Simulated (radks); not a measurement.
The numbers below are computed, except where a source is named.
The xenon ion Xe2+ inside a hard spherical wall (all orbitals vanish at R), configuration held at [Kr] 4d10 5s2 5p4 and not refilled when levels cross. Level of theory: scalar-relativistic Kohn-Sham, PBE, spin-polarised, spherical densities, finite nucleus; open shells are filled with parallel spins first (spin-orbit coupling, left out, can overturn this in heavy ions); Fermi nuclear charge, rms radius 4.7859 fm (a radial shooting solver on a logarithmic mesh with Libxc functionals). Eigenvalues in eV for spin up, with the zero of energy where the potential of the charges vanishes at infinity; a dash marks a level that is unbound or too diffuse for the functional's potential to be trusted. A positive occupied level is held by the wall or, in an anion where self-interaction has pushed it up, behind a barrier. The pressure on the wall is -dE/dV.

R (bohr) = free: E (hartree) -7445.80758; kinetic (hartree) 7829.611; e(4p) -162.63; e(4d) -80.713; e(5s) -39.991; e(5p) -27.344; e(5d, empty) -12.179; e(6s, empty) -11.689; pressure (GPa) 0
R (bohr) = 12: E (hartree) -7445.80758; kinetic (hartree) 7829.611; e(4p) -162.63; e(4d) -80.713; e(5s) -39.991; e(5p) -27.344; e(5d, empty) -12.179; e(6s, empty) -11.688; pressure (GPa) < 0.0001
R (bohr) = 8: E (hartree) -7445.80756; kinetic (hartree) 7829.611; e(4p) -162.63; e(4d) -80.712; e(5s) -39.990; e(5p) -27.343; e(5d, empty) -12.150; e(6s, empty) -11.521; pressure (GPa) 0.00144
R (bohr) = 6: E (hartree) -7445.80568; kinetic (hartree) 7829.635; e(4p) -162.56; e(4d) -80.641; e(5s) -39.936; e(5p) -27.285; e(5d, empty) -11.746; e(6s, empty) -9.931; pressure (GPa) 0.283
R (bohr) = 5: E (hartree) -7445.78959; kinetic (hartree) 7829.790; e(4p) -162.16; e(4d) -80.251; e(5s) -39.643; e(5p) -26.946; e(5d, empty) -10.607; e(6s, empty) -6.283; pressure (GPa) 3.70
R (bohr) = 4: E (hartree) -7445.65226; kinetic (hartree) 7830.775; e(4p) -160.17; e(4d) -78.318; e(5s) -38.128; e(5p) -25.047; e(5d, empty) -6.453; e(6s, empty) 5.299; pressure (GPa) 48.1
R (bohr) = 3: E (hartree) -7444.52825; kinetic (hartree) 7836.546; e(4p) -152.24; e(4d) -70.713; e(5s) -30.436; e(5p) -15.055; e(5d, empty) 10.182; e(6s, empty) 46.638; pressure (GPa) 706
